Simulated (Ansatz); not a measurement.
C4H12GeO3Se (`C[O][Ge]([O]C)([O]C)[Se]C`), relaxed with RKS PBE-D4/def2-SVP in Ansatz from a rough embedded geometry. The force threshold is 0.03 eV/Å; the program also tests the step.

Total charge 0; spin multiplicity 1.

Start:

```xyz
21

C    -2.068   -0.004    1.637
O    -1.697    0.361    0.273
Ge    0.090    0.114    0.088
O     0.916    1.111    1.258
C     0.657    2.493    0.946
O     0.534    0.470   -1.616
C     1.902    0.214   -1.735
Se    0.541   -2.187    0.582
C    -0.584   -2.827   -0.886
H    -3.141    0.238    1.705
H    -1.502    0.663    2.311
H    -1.925   -1.057    1.795
H     0.990    2.795   -0.132
H     1.229    3.149    1.600
H    -0.414    2.675    1.079
H     2.142   -0.853   -1.636
H     2.198    0.509   -2.789
H     2.515    0.861   -1.068
H    -0.228   -2.407   -1.822
H    -1.603   -2.441   -0.701
H    -0.552   -3.877   -0.892
```

Question: By how much does the energy fall, and how many steps does the optimiser take? (Estimate.)

Answer: Ansatz gave: 57.82 kJ/mol, in 11 steps.

Question: Which bonds change most? (An estimate is asked.)

Answer: Computed: C9–H21 from 1.050 to 1.106 Å; C5–H13 from 1.168 to 1.114 Å; Ge3–Se8 from 2.397 to 2.347 Å; Ge3–O4 from 1.745 to 1.794 Å.

Question: Give the relaxed structure. (Estimate.)

Answer: Computed: 
```xyz
21

C    -2.325    0.115    1.432
O    -1.634    0.366    0.217
Ge    0.122    0.026    0.149
O     1.044    1.055    1.295
C     0.890    2.467    1.203
O     0.458    0.465   -1.554
C     1.784    0.318   -2.041
Se    0.693   -2.183    0.696
C    -0.461   -2.935   -0.730
H    -3.412    0.234    1.235
H    -2.040    0.828    2.240
H    -2.154   -0.918    1.818
H     1.197    2.864    0.208
H     1.539    2.929    1.975
H    -0.158    2.793    1.388
H     2.195   -0.704   -1.865
H     1.765    0.499   -3.136
H     2.490    1.048   -1.581
H    -0.137   -2.566   -1.720
H    -1.518   -2.666   -0.550
H    -0.338   -4.033   -0.678
```
